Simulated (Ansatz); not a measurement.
Ansatz results at the PBE0-D4/def2-TZVP geometry: HOMO–LUMO gap (ωB97M-V/def2-TZVPP) 10.17 eV; LUMO energy (ωB97M-V/def2-TZVPP) 0.75 eV; HOMO energy (PBE0/def2-TZVPP) -7.24 eV.

Each molecule was computed in one conformer, which needn't be the lowest.

(1) Which molecule gave them?
A. `[SH][Al]([Cl])[Br]`
B. `[CH3][Al]([Cl])[Br]`
C. `C[CH](C)[Al]([CH3])[Br]`
D. `[F][AlH][SH]`

Results:

(1) C. The others give `[SH][Al]([Cl])[Br]`: 11.01, 0.60, -8.24; `[CH3][Al]([Cl])[Br]`: 11.39, 0.66, -8.53; `[F][AlH][SH]`: 10.91, 0.65, -8.08.
